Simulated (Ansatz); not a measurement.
The cluster Ag3H3⁻. Total charge -1; doublet. Geometry PBE-D4/def2-TZVPD, basis def2-TZVPD, Ansatz.

Cartesian coordinates in Å:
```
Ag 0.4012 1.7240 -1.1705
Ag -0.9355 -2.5830 2.2421
Ag -0.1999 -0.5528 0.4060
H 1.2338 2.4914 -2.3844
H 0.1118 -2.2077 0.7438
H -0.6115 1.1282 0.1630
```

```tsv
run	HOMO (eV)	LUMO (eV)
A	-0.18	1.09
B	0.23	0.75
C	-1.52	2.35
D	-0.41	1.37
E	-2.52	3.63
F	0.05	0.79
```

In the def2 sets Ag takes a core potential; there is no spin–orbit coupling. LC-ωPBE has ω = 0.4 bohr⁻¹. The structure comes from a short search, and lower isomers may exist.

HOMO and LUMO are taken over both spins.

The runs used B97M-V, CAM-B3LYP, LC-ωPBE, PBE, r2SCAN, r2SCANh. Estimate which is which.

A r2SCAN (0 % exact exchange); B B97M-V (0 % exact exchange); C CAM-B3LYP (range-separated); D r2SCANh (10 % exact exchange); E LC-ωPBE (range-separated); F PBE (0 % exact exchange). Exact exchange lowers occupied and raises empty levels; among semilocal functionals meta-GGAs tend to open the gap a little, and such runs are hard to tell apart. The gap grows from 0.52 eV (B97M-V) to 6.15 eV (LC-ωPBE). At B97M-V/def2-TZVPD, PBE-D4/def2-TZVPD the highest occupied level of the charge -1 doublet lies above zero (up to 0.23 eV). By energy differences its removal costs 2.26 eV (vertical, to the charge 0 singlet, at PBE0-D4/def2-TZVPD).
